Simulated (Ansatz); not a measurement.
Ansatz (an electronic-structure program) input:
A basis named .json is the Basis Set Exchange file of that set.

Ansatz 0.2 input:
```yaml
crystal:
  periodic: [false, false, false]
  atoms:
    - {symbol: Si, position_ang: [-0.02445669, 0.08713743, 0.02825071]}
    - {symbol: Cl, position_ang: [-0.26912036, 1.68735511, -1.21705003]}
    - {symbol: Cl, position_ang: [-0.37966020, 0.62420314, 1.96647715]}
    - {symbol: O, position_ang: [1.51280443, -0.38428037, -0.16442646]}
    - {symbol: C, position_ang: [2.15555706, -1.40431567, 0.59778308]}
    - {symbol: O, position_ang: [-1.10400197, -1.07225325, -0.30779430]}
    - {symbol: C, position_ang: [-1.29474035, -1.66271203, -1.59213991]}
    - {symbol: H, position_ang: [2.23416241, -1.10867236, 1.64567735]}
    - {symbol: H, position_ang: [1.60829979, -2.34751143, 0.53191624]}
    - {symbol: H, position_ang: [3.15408802, -1.53944199, 0.18643900]}
    - {symbol: H, position_ang: [-1.66414854, -0.92224584, -2.30411854]}
    - {symbol: H, position_ang: [-2.03308619, -2.45460649, -1.48134396]}
    - {symbol: H, position_ang: [-0.36297213, -2.08950099, -1.97043392]}
basis:
  gaussian:
    orbitals: aug-cc-pV_T+d_Z.json
hamiltonian:
  xc: hf
total_charge: 1
magnetization: {spin_polarized: true, initial_magnetization: 1}
```

Q: What final total energy does it print?

A: -1436.86597 Eh (HF/aug-cc-pV(T+d)Z). The basis has 487 functions.

This state (charge 1, doublet) is run at the relaxed geometry of the species with charge 0 and multiplicity 1.
